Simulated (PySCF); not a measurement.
C7H6OS.
SMILES with atom numbers: `[CH:1]#[C:2][c:3]1[cH:4][cH:5][c:6]([S:7][CH3:8])[o:9]1`

Geometry (GFN2-xTB, Å), atoms numbered from 1 in this order:
```
atom  x, y, z in Å
C1     3.212   -1.420    0.800
C2     2.321   -0.650    0.561
C3     1.272    0.238    0.283
C4     1.278    1.593    0.071
C5    -0.061    1.968   -0.166
C6    -0.790    0.812   -0.082
S7    -2.507    0.559   -0.273
C8    -2.585   -1.235    0.003
O9    -0.003   -0.241    0.188
H10    4.002   -2.078    1.006
H11    2.137    2.232    0.085
H12   -0.443    2.946   -0.369
H13   -1.986   -1.742   -0.748
H14   -3.629   -1.512   -0.094
H15   -2.222   -1.463    1.000
```

Definitions: NICS(0) = −σiso at the ring centroid; NICS(1) = −σiso and NICS(1)zz = −σzz at ±1 Å along the ring normal z. Level: GIAO PBE0/pcSseg-1 (PySCF, non-relativistic, gas phase) on the GFN2-xTB geometry, one conformer.

Ring bond lengths (Å), with Mayer bond orders in brackets: C3–C4 1.372 (1.50), C4–C5 1.410 (1.30), C5–C6 1.370 (1.49), C6–O9 1.342 (1.07), O9–C3 1.365 (0.99).

**Question.** What do the NICS probes read (ppm)?

**Answer.** 
```tsv
ring	type	NICS(0)	NICS(1), two faces	NICS(1)zz, two faces	rms pucker (Å)	centre to ring atoms, mean (Å)
C3–C4–C5–C6–O9	5-membered ring with O; formal bonds all aromatic	-11.3	-9.5 / -9.5	-22.6 / -22.6	0.00	1.17
```

**Question.** What do they say, and how far can they be read as aromaticity?

**Answer.** 
- C3–C4–C5–C6–O9: mean NICS(1)zz -22.6 ppm, shielded. The ring is flat and has no four-coordinate atom; by the NICS criterion it is aromatic.

**Question.** What does the geometric index give? HOMA = 1 − mean of α(R − Ropt)² over the ring bonds, with Krygowski's 1993 parameters (CC: Ropt 1.388 Å, α 257.7 Å⁻²; CO: Ropt 1.265 Å, α 157.38 Å⁻²).

**Answer.** 
- C3–C4–C5–C6–O9: HOMA 0.45; the largest term is that of O9–C3, α(R − Ropt)² = 1.57.

**Question.** At the first NICS(1) probe listed for ring C3–C4–C5–C6–O9, 1 Å off the ring, what do the in-plane components average?

**Answer.** The isotropic value is a third of the trace: (3 × -9.5 − (-22.6))/2 = -2.9 ppm.

**Question.** Give the inner angles of the rings and the Hirshfeld charges of the ring atoms.

**Answer.** 
- C3–C4–C5–C6–O9: C3 109.8° (+0.047 e), C4 106.5° (-0.069 e), C5 105.7° (-0.101 e), C6 111.2° (+0.044 e), O9 106.7° (-0.046 e); sum 540.0° against 540° for a flat convex ring.

**Question.** How shielded are the nuclei of the rings and their hydrogens (means over atoms taken as equivalent)?

**Answer.** 
```csv
atoms,environment,σ isotropic (ppm),"principal values of the symmetric part, first atom (ppm)"
C3,substituted aromatic carbon,45.3,"-16.3, 49.6, 102.7"
C4,aromatic CH carbon,57.4,"-32.5, 51.8, 153.1"
C5,aromatic CH carbon,76.1,"-1.0, 73.8, 155.4"
C6,substituted aromatic carbon,29.8,"-37.8, 36.7, 90.6"
O9,furan-type oxygen,29.4,"-86.2, -45.4, 219.9"
H11,aromatic hydrogen,24.64,"22.6, 24.6, 26.7"
H12,aromatic hydrogen,25.44,"22.3, 25.9, 28.1"
```

On Arm Neoverse V1, one thread, on a shared host, this took 27 s. This is the whole shielding run at PBE0/pcSseg-1, SCF included.
